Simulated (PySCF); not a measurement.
## Dipole response of Fe (iron, neutral)

[Ar] 3d6 4s2, high-spin 5D determinant. All numbers are calculated (PySCF 2.14, no relativity, point nucleus, in aug-cc-pVDZ). Coupled (time-dependent) response in atomic units; α is the mean over directions. A double-zeta set is small for polarisabilities.

```tsv
method	mean α (bohr³)	α xx, yy, zz	C₆ (like pair)	S(−4)
M06-2X	74.01	77.22, 77.22, 67.59	642.9	4582
```

S(−4) is the Cauchy moment in α(ω) = α(0) + S(−4) ω² + …

Reference α: 62 ± 4 bohr³ (recommended; Schwerdtfeger and Nagle, table of static dipole polarizabilities (2023 update)). Published C₆: 482.0 (Chu and Dalgarno (2004); Tang, Norbeck and Certain (1976)).

α(iu) at M06-2X:

| u (hartree) | α(iu) (bohr³) |
| --- | --- |
| 0 | 74.01 |
| 0.0500 | 64.93 |
| 0.100 | 49.92 |
| 0.200 | 28.46 |
| 0.300 | 17.72 |
| 0.500 | 9.037 |
| 0.750 | 5.264 |
| 1.00 | 3.613 |
| 1.50 | 2.129 |
| 2.00 | 1.453 |
| 3.00 | 0.8308 |
| 5.00 | 0.3861 |

A single London oscillator, α(iu) = α/(1 + u²/ω²), gives C₆ = (3/4) ω α². Matching the computed C₆ needs ω = 4 × 642.9 / (3 × 74.01²) = 0.156 hartree.

The components differ because the open shell of this determinant is not spherical; for a pure term their mean is the scalar polarisability.
